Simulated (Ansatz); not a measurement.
Reactions of C$_{3}$H$_{4}$F$_{2}$O (`C=C(O)C(F)F`).

Program: Ansatz. Geometries: PBE0-D4/def2-TZVP. ΔE: electronic, gas phase. CCSD(T)/CBS adds triple-zeta CCSD(T) − MP2 to the extrapolated MP2 energy (def2 sets, frozen cores). This one scheme is used for every species, atoms too. DFT in def2-TZVPP. B3LYP here is the variant with VWN-RPA as its local correlation; programs differ in this. No spin–orbit coupling; open shells (•) take unrestricted orbitals. Spin–orbit coupling would lower the free atoms: a little for C, F, O. Each species was taken in one conformer, which may not be the lowest.

```tsv
reaction	HF/CBS(def2) (kcal/mol)	CCSD/CBS(def2) (kcal/mol)	ωB97X-V (kcal/mol)	B3LYP-D4 (kcal/mol)	CCSD(T)/CBS(def2) (kcal/mol)
`C=C(O)C(F)F` → `CC(=O)C(F)F`	-12.5	-9.4	-11.2	-9.6	-9.0
`C=C(O)C(F)F` → `[CH]F` + `C=C(O)F`	81.4	92.1	93.8	92.0	93.1
`C=C(O)C(F)F` → `FC[C@@H]1O[C@H]1F`	19.1	18.5	15.1	19.8	18.9
`C=C(O)C(F)F` → 3 C• + 2 F• + 4 H• + O•	690.5	966.9	987.9	984.6	986.1
`C=C(O)C(F)F` + H₂ → `C=CC(F)F` + H₂O	-22.6	-21.1	-16.8	-16.8	-19.8
`C=C(O)C(F)F` → `C=CC(O)(F)F`	-11.7	-10.5	-9.9	-8.5	-10.2
`C=C(O)C(F)F` → `FC(F)C1CO1`	16.0	15.4	12.3	17.3	15.8
`C=C(O)C(F)F` + H–F → `C=C(F)C(F)F` + H₂O	2.1	4.5	4.0	4.3	5.1
`C=C(O)C(F)F` + `OBO` → `C=C(O)B(O)O` + difluoromethane	-9.5	-9.5	-8.3	-9.4	-9.3
`C=C(O)C(F)F` → `CO/C(F)=C/F`	20.2	22.3	20.6	19.9	22.5
```

Largest T1 diagnostic: 0.018, for `[CH]F`.
